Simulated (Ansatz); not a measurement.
Consider the ligand exchange at the Sb–N bond: `C/C(O)=[N]\[SbH2]` + `[OH][GaH2]` → `[GaH2][O][SbH2]` + `CC(=N)O`.

Calculated with Ansatz (gas phase, PBE0-D4/def2-TZVP geometries, no zero-point term in ΔE). CCSD(T)/CBS is the MP2 limit (def2-TZVPP, def2-QZVPP) plus CCSD(T) − MP2 in def2-TZVPP, frozen cores. Elements past krypton have def2 core potentials. For Ga, Sb outer-core shells are correlated without core-valence functions, which leaves a few kJ/mol of doubt a bond. Scalar relativity is left out up to krypton. Each species was taken in one conformer, which may not be the lowest.

```csv
species,CCSD(T)/CBS(def2) energy (Eh)
`C/C(O)=[N]\[SbH2]`,-449.58570
`[OH][GaH2]`,-2000.92981
`[GaH2][O][SbH2]`,-2241.53579
`CC(=N)O`,-208.98810
```

Task: Work out ΔE.

Result: ΔE = (-2241.53579) + (-208.98810) − (-449.58570) − (-2000.92981) = -0.00838 Eh = -5.3 kcal/mol.

Largest T1 diagnostic among the species: 0.016.

At CCSD(T), def2-SVP lies −1.3 kcal/mol from the extrapolated value and def2-TZVPP +0.3 kcal/mol. From BLYP to BHLYP (50 % exact exchange), in def2-TZVPP and without D4, ΔE moves by −0.8 kcal/mol. Leaving LDA and LC-ωPBE aside and taking each functional with its dispersion term where it has one, the values, not all of them listed here, spread over 3.5 kcal/mol, from BHLYP-D4 to revPBE-D4. LDA lies +1.6 kcal/mol from PBE without D4.
